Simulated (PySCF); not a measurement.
CH7F2NSi2.

```xyz
13

Si     1.5519     0.0479    -0.3976
F      2.4012     1.1015     0.5098
N     -0.0071    -0.2644     0.2841
C     -0.1059    -1.1567     1.4545
Si    -1.4788     0.4625    -0.2716
F     -2.4296    -0.6640    -0.9639
H      1.3712     0.6534    -1.7392
H      2.3443    -1.2093    -0.4035
H     -0.1374    -0.5933     2.4030
H     -1.0093    -1.7852     1.3946
H      0.7580    -1.8397     1.4955
H     -2.2636     0.9901     0.8755
H     -1.1467     1.4922    -1.2855
```
Charge 0, spin multiplicity 1.

The structure is a stationary point at r2SCAN-D4/def2-SVP. This is a generated structure with no PubChem entry under its InChIKey; it may be hypothetical. One conformer was computed; it need not be the lowest.

Computed with PySCF with PBE/pcSseg-1. Non-relativistic, no solvent.

### Question
Give the absolute GIAO shielding of each atom: isotropic value and principal components (ppm). (The exact figures need the calculation; the answer reports its results.)

### Answer

```tsv
atom	σ(iso)	σ11	σ22	σ33	span
Si1	345.1	324.5	347.1	363.8	39.3
F2	321.2	240.1	336.7	386.8	146.7
N3	181.8	108.9	193.8	242.7	133.8
C4	144.2	117.8	132.8	181.9	64.2
Si5	348.7	326.5	349.8	369.9	43.4
F6	337.4	254.3	366.0	391.9	137.6
H7	26.1	22.4	25.0	31.0	8.5
H8	26.1	22.7	24.6	30.9	8.2
H9	28.1	23.6	25.7	34.9	11.4
H10	28.1	23.1	26.8	34.3	11.3
H11	28.3	24.2	26.9	33.8	9.6
H12	25.9	22.6	24.3	30.8	8.2
H13	26.1	22.4	25.0	30.8	8.4
```
